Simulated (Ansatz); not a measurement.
Two structures of AlH₃OF₂, closed shell, reached by relaxing down either side of one saddle point (PBE0-D4/def2-TZVP). Energies are electronic, without zero-point energy. Program: Ansatz 0.2.0. Basis: def2-TZVPP and def2-QZVPP. Cores are frozen in the correlated methods. Extrapolation: Hartree–Fock as exp(−7.88 √X), correlation as X^−2.97. First:

```xyz
7
angstrom
Al -0.6427 -0.5074 -0.2448
H 0.0603 -1.9128 -0.1190
F -1.2055 -0.0482 -1.7303
F -1.4766 0.0959 1.0676
H 1.7402 0.3745 0.1195
O 0.8525 0.7425 0.0543
H 0.6719 1.2554 0.8526
```

Second:

Al1  (-0.562, 0.232, -0.173)
H2  (0.468, -1.709, -0.046)
F3  (-1.046, -0.208, -1.675)
F4  (-1.471, -0.250, 1.107)
H5  (1.048, -1.224, -0.009)
O6  (0.669, 1.366, -0.014)
H7  (0.893, 1.793, 0.810)
(Å)

Which bonds change from the first to the second?

AlHF₂ ([F][AlH][F]) + H₂O → AlHOF₂ ([OH][Al]([F])[F]) + H₂; bonds formed: H2–H5; dative contacts that become bonds: Al1–O6; bonds broken: Al1–H2, H5–O6.

Give the saddle point's structure and its height above each. (To be estimated.)

The calculation gives: 88.8 kJ/mol above the first and 105.2 kJ/mol above the second (CCSD(T) at an estimated basis limit (MP2 extrapolated from triple and quadruple zeta, plus CCSD(T) − MP2 in triple zeta)).
```xyz
7
angstrom
Al -0.6488 -0.1680 -0.2231
H 0.6247 -1.3386 -0.0249
F -1.2720 -0.1817 -1.7379
F -1.6427 -0.1213 1.0850
H 1.0803 -0.3807 0.1050
O 0.8500 0.8296 0.0047
H 1.0086 1.3608 0.7911
```

The T1 diagnostic stays at or below 0.013.

The step is the kind of ligand exchange by which a precursor binds to a hydroxyl group, or is hydrolysed, in atomic layer deposition of oxides.

Labels in which every atom is bracketed show which atoms are joined, not bond orders.

For scale, one of the runs: CCSD(T)/def2-TZVPP, 177 basis functions (an equivalent command: `ansatz run in.yaml --threads 2`). Hardware: 2 CPU threads, shared host. Wall time 55 s; peak host memory 1.7 GiB.
